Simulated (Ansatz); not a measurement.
`CO[As]([SiH3])OC` + `[SiH3]P` → `CO[AsH][SiH3]` + `CO[SiH2]P`  (redistribution)

Isolated molecules relaxed with PBE0-D4/def2-TZVP in Ansatz; ΔE leaves out vibrations. CCSD(T)/CBS adds triple-zeta CCSD(T) − MP2 to the extrapolated MP2 energy (def2 sets, frozen cores). This one scheme is used for every species. DFT in def2-TZVPP. B3LYP here is the variant with VWN-RPA as its local correlation; programs differ in this. For As outer-core shells are correlated without core-valence functions, which leaves a few kJ/mol of doubt a bond. Scalar relativity is left out up to krypton. One conformer a species, not always the lowest.

| level | ΔE (kJ/mol) | difference from CCSD(T)/CBS |
| --- | --- | --- |
| PBE-D4 | -66.3 | 13.1 |
| r2SCAN-D4 | -77.0 | 2.4 |
| PBE0-D4 | -76.5 | 2.9 |
| B3LYP-D4 | -74.7 | 4.7 |
| ωB97X-V | -75.3 | 4.1 |
| ωB97M-V | -77.9 | 1.5 |
| B2PLYP | -76.8 | 2.6 |
| PBE | -67.9 | 11.5 |
| r2SCAN | -77.7 | 1.7 |
| PBE0 | -78.0 | 1.4 |
| B3LYP | -77.0 | 2.4 |
| HF/def2-TZVPP | -93.1 | -13.7 |
| MP2/def2-TZVPP | -77.8 | 1.6 |
| SCS-MP2/def2-TZVPP | -77.3 | 2.1 |
| CCSD/def2-TZVPP | -80.8 | -1.4 |
| CCSD(T)/def2-TZVPP | -76.4 | 3.0 |
| HF/def2-QZVPP | -93.3 | -13.9 |
| MP2/def2-QZVPP | -79.7 | -0.3 |
| SCS-MP2/def2-QZVPP | -79.2 | 0.2 |
| HF/CBS(def2) | -93.3 | -13.9 |
| MP2/CBS(def2) | -80.9 | -1.5 |
| CCSD/CBS(def2) | -83.9 | -4.5 |
| CCSD(T)/CBS | -79.4 | 0 |

Largest T1 diagnostic among the species: 0.013.

From PBE to PBE0 (25 % exact exchange), in def2-TZVPP and without D4, ΔE moves by −10.1 kJ/mol. In def2-TZVPP, CCSD(T) changes the Hartree–Fock value by +16.8 kJ/mol (the triples alone add +4.5 kJ/mol) and MP2 by +15.3 kJ/mol.
